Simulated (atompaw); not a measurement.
**Before and after: PAW (atompaw) potential for Cu**

```
Element                 : copper
Generator               : atompaw 4.2.0.5
Type                    : PAW
Functional              : LDA (PW92)
Relativity              : scalar-relativistic
Frozen core             : [Ar]
Valence charge          : 11
Reference configuration : 3d10 4s0 4p0 (charge +1)
Partial waves           : 4s (bound, empty): rc 2.20 bohr; 4s channel at 0.45 Ry: rc 2.40 bohr; 4p (bound, empty): rc 2.40 bohr; 4p channel at 0.05 Ry: rc 2.40 bohr; 3d (bound): rc 1.40 bohr; 3d channel at -0.6 Ry: rc 1.40 bohr; 4f channel at -0.1 Ry: rc 2.40 bohr; 4f channel at 2.3 Ry: rc 2.40 bohr
Local potential         : bessel scheme, radius 2.30 bohr
Core correction         : smooth core density matched at 1.35 bohr
Augmentation charge     : besselshape compensation charge, radius 1.85 bohr; PAW radius 2.40 bohr; waves and projectors: custom polynom vanderbiltortho
```

Change: reference 3d8 4s0 4p0; removed wave 4f channel at 2.3 Ry: rc 2.40 bohr.

Cutoffs: the cutoffs (Ry, on a coarse ladder) from which the occupation-weighted sum of valence levels, in a spherical-Bessel basis at the reference potential, stays within 10 and 1 mRy of its value at 400 Ry; they do not see the model core or the augmentation charge, which bear on the density cutoff.

Task: What does the change do?

Result: The potential gets harder (80 Ry and 120 Ry → 80 Ry and 140 Ry); the range in which the s phases agree narrows (upper end 3.7 → 2.4); the range in which the d phases agree narrows (upper end at the end of the scan → 3.8); neither file shows a bound ghost.

```tsv
quantity	base	changed
cutoff, loose	80 Ry	80 Ry
cutoff, tight	120 Ry	140 Ry
bound ghosts	none	none
s: phases at 2.41 bohr within 0.05 rad from the reference energy up to (Ry; the scan ends near 5)	3.7	2.4
p: phases at 2.41 bohr within 0.05 rad from the reference energy up to (Ry; the scan ends near 5)	4.1	3.3
d: phases at 2.41 bohr within 0.05 rad from the reference energy up to (Ry; the scan ends near 5)	to the end of the scan	3.8
f: phases at 2.41 bohr within 0.05 rad from the reference energy up to (Ry; the scan ends near 5)	to the end of the scan	4.0
lowest overlap eigenvalue by channel	s 0.14, p 0.53, d 1.00, f 0.99	s 0.17, p 0.50, d 0.99, f 1.00
```

 The cutoffs see the waves, projectors and local potential, not the compensation charge or the core.
